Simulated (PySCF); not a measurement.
Computed shifts of a molecule C₂H₆F₂Si, HF/pcSseg-1 in PySCF, GIAO, gas phase, equivalent atoms averaged, in ppm (number of nuclei): ¹³C: 112.2 (1), -8.6 (1). ²⁹Si: -35.2 (1). ¹⁹F: -131.1 (2). ¹H: 6.01 (1), 4.13 (2), 0.82 (3). References: ¹³C against TMS (σ = 192.6 ppm); ²⁹Si against TMS (σ = 393.8 ppm); ¹⁹F against CFCl3 (σ = 238.5 ppm); ¹H against TMS (σ = 31.99 ppm), references at their B3LYP-D3(BJ)/def2-TZVP geometries, non-relativistic. The structure is a stationary point at B3LYP-D3(BJ)/def2-SVP. One conformer was computed; it need not be the lowest.

### Question
Identify the compound among the candidates.
A) C[Si](C)(F)F
B) FC(F)C[SiH3]
C) C[SiH2]C(F)F
D) CC[SiH](F)F

### Answer
C, C[SiH2]C(F)F
